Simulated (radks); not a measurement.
Valence configurations of Bi. Method: non-relativistic Kohn-Sham, TPSS, spin-polarised, spherical densities, point nucleus; open shells are filled with parallel spins first (spin-orbit coupling, left out, can overturn this in heavy ions); meta-GGA in the generalised Kohn-Sham scheme; relativity is left out, which matters for an element this heavy; computed with a radial shooting solver on a logarithmic mesh with Libxc functionals. Energies are relative to [Hg] 6p3; eigenvalues in eV for spin up.

valence                    E (eV)  moment (Bohr magnetons)    e(4f)    e(5d)   e(6p)    e(6s)
[Hg] 6p3                    0.000                        3  -172.99  -30.969  -5.423  -12.082
[Xe] 4f14 5d9 6s2 6p4      28.775                        3  -179.82  -36.261  -6.319  -13.649
[Xe] 4f13 5d9 6s2 6p5      213.01                        3  -202.01  -43.133  -7.122  -15.129
[Xe] 4f13 5d10 6s2 6p4     178.96                        3  -195.10  -37.877  -6.333  -13.714
[Xe] 4f13 5d9 6s1 6p6      220.92                        3  -203.11  -44.185  -7.576  -15.751
[Xe] 4f12 5d9 6s2 6p6      416.79                        3  -224.75  -50.142  -7.875  -16.526
[Xe] 4f14 5d10 6s1 6p4      6.642                        3  -174.28  -32.233  -6.015  -12.883
[Xe] 4f14 5d10 6p5         14.902                        1  -175.60  -33.341  -6.017        -
[Xe] 4f14 5d9.5 6s2 6p3.5  14.009                        3  -176.42  -33.645  -5.897  -12.897
[Xe] 4f13 5d10 6s1 6p5     186.33                        3  -196.28  -39.014  -6.832  -14.400

NIST lists [Hg] 6p3 as the ground configuration; this level of theory agrees among the configurations tried. The energies are those of spherical high-spin densities, not of single terms. Relativity is left out, which favours d and f over s occupation in heavy atoms.
